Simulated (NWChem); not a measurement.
## Lowest excitation of CH2Cl (+1)

```
C
H 1 1.1118
H 1 1.1118 2 121.66
Cl 1 1.6067 2 119.17 3 180.00
```
Charge +1, spin multiplicity 1.

Everything below was run with NWChem. All single points use one geometry, from PBE/def2-SVP, a minimum by its harmonic frequencies.

Basis set: def2-SVPD.

The correlated methods keep 6 core orbitals frozen. B3LYP has NWChem's definition, with VWN1-RPA local correlation. The spin multiplicity of the parent species was assumed, not shown to be that of its ground state. The structure started from a generated list of species. Coupled-cluster values serve here as a point of comparison, not as the truth.

**Question.** Order these methods by the lowest vertical singlet excitation energy they give, lowest first: EOM-CCSD, TD-PBE, CIS, TD-B3LYP.

**Answer.** TD-PBE (3.14 eV), TD-B3LYP (3.38 eV), EOM-CCSD (3.51 eV), CIS (4.55 eV)
